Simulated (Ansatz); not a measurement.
Computed with Ansatz on PBE0-D4/def2-TZVP structures; ΔE is electronic, products minus reactants. CCSD(T)/CBS adds triple-zeta CCSD(T) − MP2 to the extrapolated MP2 energy (def2 sets, frozen cores). This one scheme is used for every species. For Ge outer-core shells are correlated without core-valence functions, which leaves a few kJ/mol of doubt a bond. Scalar relativity is left out up to krypton. One conformer a species, not always the lowest.

Reaction (ligand exchange at a Ge–O bond): `[NH2][Ge][O][SiH3]` + CH₃SH → `C[S][Ge][NH2]` + silanol

`[NH2][Ge][O][SiH3]`:

Z-matrix (Å, degrees):
```
Si
O 1 1.634
H 1 1.487 2 109.9
H 1 1.491 2 111.2 3 120.2
H 1 1.487 2 109.9 3 -119.6
Ge 2 1.804 1 135.6 3 -120.1
N 6 1.811 2 94.1 1 -179.9
H 7 1.007 6 123.7 2 -180.0
H 7 1.009 6 122.7 2 -0.1
```

CH₃SH:

Cartesian coordinates in Å:
```
C -0.275 -0.287 -0.289
S 0.027 1.074 0.860
H 0.273 -0.153 -1.221
H -1.343 -0.269 -0.507
H -0.029 -1.250 0.159
H 1.348 0.884 0.998
```

`C[S][Ge][NH2]`:

Z-matrix (Å, degrees):
```
C
S 1 1.814
H 1 1.090 2 109.3
H 1 1.090 2 109.3 3 -119.5
H 1 1.092 2 111.1 3 120.2
Ge 2 2.235 1 100.3 3 -120.5
N 6 1.819 2 96.1 1 -180.0
H 7 1.007 6 120.8 2 179.9
H 7 1.008 6 126.5 2 0.0
```

`O[SiH3]`:

Cartesian coordinates in Å:
```
O 0.154 -0.885 0.914
Si -0.183 0.301 -0.179
H 0.935 -1.418 0.769
H 0.913 1.306 -0.256
H -1.427 0.949 0.296
H -0.391 -0.253 -1.545
```

```json
{"species": "`[NH2][Ge][O][SiH3]`", "CCSD(T)/CBS(def2) energy (Eh)": "-2498.15495"}
{"species": "CH₃SH", "CCSD(T)/CBS(def2) energy (Eh)": "-438.22835"}
{"species": "`C[S][Ge][NH2]`", "CCSD(T)/CBS(def2) energy (Eh)": "-2569.69196"}
{"species": "`O[SiH3]`", "CCSD(T)/CBS(def2) energy (Eh)": "-366.69042"}
```

Problem. Work out ΔE.

Solution. ΔE = (-2569.69196) + (-366.69042) − (-2498.15495) − (-438.22835) = 0.00092 Eh = +2.4 kJ/mol.

Largest T1 diagnostic among the species: 0.014.

In def2-TZVPP, CCSD(T) changes the Hartree–Fock value by −10.7 kJ/mol (the triples alone add −2.9 kJ/mol) and MP2 by −14.7 kJ/mol.
